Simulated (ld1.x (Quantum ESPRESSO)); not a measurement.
## Configuration tests for silicon (Si) (TM)

```
Element                 : silicon (Si)
Generator               : ld1.x (Quantum ESPRESSO) 7.5
Type                    : norm-conserving Troullier–Martins (Kleinman–Bylander form)
Functional              : PW91
Relativity              : scalar-relativistic
Frozen core             : [Ne]
Valence charge          : 4
Reference configuration : 3s2 3p1 (charge +1)
Partial waves           : 3s (bound): rc 1.60 bohr; 3d channel at 0.35 Ry: rc 1.50 bohr; 3p (bound): rc 1.70 bohr
Local potential         : the p channel
Core correction         : a·sin(br)/r model core inside 1.25 bohr
```

Energies are relative to the spin-unpolarised reference configuration 3s2 3p1; without spin polarisation the order of configurations can differ from experiment.

Give the all-electron excitation energy and the error of the potential for: 3s2 3p2; 3s2 3p0; 3s1 3p0; 3s1 3p3; 3s0 3p4; 3s2 3p2.3; 3s1 3p2.

```
valence configuration  charge  ΔE all-electron (eV)  error AE − PS (meV)
              3s2 3p2       0                -7.782                 +2.8
              3s2 3p0      +2                16.054                 +5.9
              3s1 3p0      +3                50.096                  +46
              3s1 3p3       0                -0.958                 -0.1
              3s0 3p4       0                 6.015                 -3.4
            3s2 3p2.3    -0.3                -8.722                 +3.8
              3s1 3p2      +1                 7.438                 -0.5
```

Levels in the configuration 3s1 3p0:

```json
{"level": "3s", "all-electron (eV)": "-39.538", "pseudo (eV)": "-39.466"}
```
